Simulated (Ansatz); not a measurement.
Two isomers of C2H10BNSi: A = `CNB(C)[SiH3]`, B = `BN([SiH3])CC`.

Computed with Ansatz on PBE0-D4/def2-TZVP structures; ΔE is electronic, products minus reactants. CCSD(T)/CBS is the MP2 limit (def2-TZVPP, def2-QZVPP) plus CCSD(T) − MP2 in def2-TZVPP, frozen cores. Functionals use def2-TZVPP. One conformer a species, not always the lowest.

A:

```xyz
15

C    -0.9857    1.6664   -1.1104
N    -0.9149    0.3756   -0.4628
B     0.1681   -0.2363    0.1661
C     1.5951    0.4175    0.2823
Si   -0.1782   -2.0723    0.9550
H    -1.7161    2.3171   -0.6198
H    -0.0159    2.1579   -1.0712
H    -1.2728    1.5666   -2.1614
H    -1.7911   -0.1230   -0.4884
H     2.3410   -0.2283   -0.1942
H     1.8958    0.4796    1.3339
H     1.6992    1.4157   -0.1499
H     0.7199   -3.1151    0.3763
H     0.0403   -2.1000    2.4317
H    -1.5847   -2.5216    0.7128
```

B:

Z-matrix (Å, degrees):
```
Si
N 1 1.749
H 1 1.488 2 110.4
H 1 1.488 2 109.2 3 117.7
H 1 1.479 2 109.1 3 -121.2
C 2 1.467 1 116.6 3 -56.6
B 2 1.396 1 122.5 3 124.2
C 6 1.517 2 112.5 1 88.2
H 6 1.097 2 109.3 1 -34.2
H 6 1.092 2 108.2 1 -150.1
H 7 1.200 2 119.1 1 177.7
H 7 1.197 2 119.6 1 -2.1
H 8 1.093 6 110.6 2 -179.1
H 8 1.092 6 111.4 2 -59.0
H 8 1.092 6 110.3 2 61.0
```

Question: Which is lower in electronic energy at CCSD(T)/CBS, and by how much? (An estimate is asked.)

Answer: Ansatz gave: B, by 4.5 kcal/mol.

Question: Give E(B) − E(A) in kcal/mol with CCSD(T)/def2-TZVPP, BLYP-D4, HF/def2-TZVPP, MP2/def2-TZVPP, CCSD(T)/def2-SVP, PBE-D4, LDA (SPW92). (Estimate.)

Answer: Computed: CCSD(T)/def2-TZVPP -4.5, BLYP-D4 -2.5, HF/def2-TZVPP -8.0, MP2/def2-TZVPP -6.3, CCSD(T)/def2-SVP -3.2, PBE-D4 1.2, LDA (SPW92) 1.2. The order is the other way round with PBE-D4, LDA (SPW92).

Question: Does the order hold for the free energy at 298.15 K (harmonic terms from PBE0-D4)? (An estimate is asked.)

Answer: Computed: Yes: G(B) − G(A) = -4.2 kcal/mol, for one conformer each. Modes under 60 cm⁻¹, often nearly free rotors, make the harmonic entropy too high.

Largest T1 diagnostic: 0.013.

In def2-TZVPP, CCSD(T) changes the Hartree–Fock value by +3.4 kcal/mol (the triples alone add +0.3 kcal/mol) and MP2 by +1.7 kcal/mol. From r2SCAN to r2SCAN0 (25 % exact exchange), in def2-TZVPP and without D4, E(B) − E(A) moves by −0.9 kcal/mol.
